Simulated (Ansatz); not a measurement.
`C/C(F)=C\O` + `[OH][Zr]([F])([F])[Br]` → `C[O][Zr]([F])([F])[Br]` + `O/C=C\F`  (substitution at a C–C bond)

Computed with Ansatz on PBE0-D4/def2-TZVP structures; ΔE is electronic, products minus reactants. CCSD(T)/CBS adds triple-zeta CCSD(T) − MP2 to the extrapolated MP2 energy (def2 sets, frozen cores). Double bonds are as drawn, so ΔE can hold a change between cis and trans. Functionals use def2-TZVPP. def2 core potentials past Kr. For Br, Zr outer-core shells are correlated without core-valence functions, which leaves a few kJ/mol of doubt a bond. Scalar relativity is left out up to krypton. One conformer a species, not always the lowest.

```csv
level,ΔE (kJ/mol),difference from CCSD(T)/CBS
PBE0-D4,48.4,0.8
ωB97X-V,45.9,-1.7
ωB97M-V,49.3,1.7
PBE,45.2,-2.4
PBE0,47.8,0.2
MP2/def2-TZVPP,48.0,0.4
SCS-MP2/def2-TZVPP,42.6,-5.0
HF/def2-QZVPP,35.6,-12.0
SCS-MP2/def2-QZVPP,44.4,-3.2
MP2/CBS(def2),51.6,4.0
CCSD(T)/CBS,47.6,0
```

Largest T1 diagnostic among the species: 0.015.

In def2-TZVPP, CCSD(T) changes the Hartree–Fock value by +7.4 kJ/mol (the triples alone add −0.1 kJ/mol) and MP2 by +11.4 kJ/mol.
